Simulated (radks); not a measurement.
Question: The molybdenum ion Mo+, 41 electrons, occupied as [Ar] 3d10 4s1 4p6 4d5 5d1 (not the ground configuration). Method: scalar-relativistic Kohn-Sham, revPBE, spin-polarised, spherical densities, point nucleus; open shells are filled with parallel spins first (spin-orbit coupling, left out, can overturn this in heavy ions); computed with a radial shooting solver on a logarithmic mesh with Libxc functionals. Some entries of the table are withheld. Estimate them.

orbital,occ.,eigenvalue (eV),<1/r> (bohr^-1)
1s up,1,-19841.59,43.55
1s down,1,-19841.39,43.55
2s up,1,-2817.148,9.805
2s down,1,-2816.355,9.806
2p up,3,-2519.965,9.532
2p down,3,-2519.331,9.533
3s up,1,-493.8140,3.367
3s down,1,-493.2486,3.367
3p up,3,-396.4582,3.202
3p down,3,-395.8295,3.202
3d up,5,-238.2188,2.969
3d down,5,-237.3477,2.971
4s up,1,-81.5231,1.237
4s down,0,-76.7661,1.247
4p up,3,-55.3388,1.102
4p down,3,-50.4229,1.107
4d up,5,-18.6365,0.7988
4d down,0,-14.0682,0.7720
5s up,0,-13.9692,(1)
5p up,0,-8.9857,0.3468
5d up,1,-4.1729,0.2007

Answer: 
(1) 5s up <1/r> (bohr^-1): 0.4445
